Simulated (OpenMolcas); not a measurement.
Mo2+ among 8 point charges of -0.96 e arranged as a cube (Oh), 2.1 Å from the ion.
```
   1.2124    1.2124    1.2124  -0.96
   1.2124    1.2124   -1.2124  -0.96
   1.2124   -1.2124    1.2124  -0.96
   1.2124   -1.2124   -1.2124  -0.96
  -1.2124    1.2124    1.2124  -0.96
  -1.2124    1.2124   -1.2124  -0.96
  -1.2124   -1.2124    1.2124  -0.96
  -1.2124   -1.2124   -1.2124  -0.96
```

- Program: OpenMolcas 26.06
- Method: CASSCF
- Basis: ANO-RCC-VTZP [7s6p4d2f1g]
- Scalar Hamiltonian: DKH2, point nucleus
- Active space: 4 electrons in 5 orbitals (4d)
- State averaging: 2S+1 = 5 even, 5 roots; 2S+1 = 3 even, 45 roots; 2S+1 = 1 even, 50 roots
- Spin-orbit coupling: state interaction with AMFI integrals over the reference wave functions

Task: What is the spin-free ground state (labels of O, the rotations of Oh)?

Result: 5T2, 3-fold in its orbital part, 100 % from free-ion D terms; it has the highest spin that d4 allows.

Task: Where is the first state of the same spin?

Result: 5E at 6680 cm-1 above the ground state.

Task: What are the lowest two levels with spin-orbit coupling?

Result: A 1-fold level A1, then a 3-fold level T1 106.2 cm-1 above it. Their leading multiplicities are 5 (98 %) and 5 (99 %).

Task: What is χT at 300 K, and how does it compare with the textbook value?

Result: The lowest level has 2S+1 = 5, for which the spin-only value is χT = S(S+1) / 2 = 3.000 cm3 K/mol (g = 2). The computed 1.851 at 300 K differs by -1.149, through orbital momentum, spin-orbit coupling and any other state in reach. With a threefold ground state the orbital momentum is unquenched, so the spin-only value is not expected to hold.

An orbital triplet at a regular site is open to Jahn-Teller coupling, which can distort the site and quench the lowest spin-orbit gaps and is left out. Without dynamic correlation the repulsion within the d shell is too large (B by tens of per cent), so at a given field states of lower spin stand too high. Point charges give a weaker field than real ligands, and real ions of this kind are as a rule low spin; the high spin found here belongs to the model. This is an electrostatic model: the charges have no orbitals. No measured value stands beside these numbers.
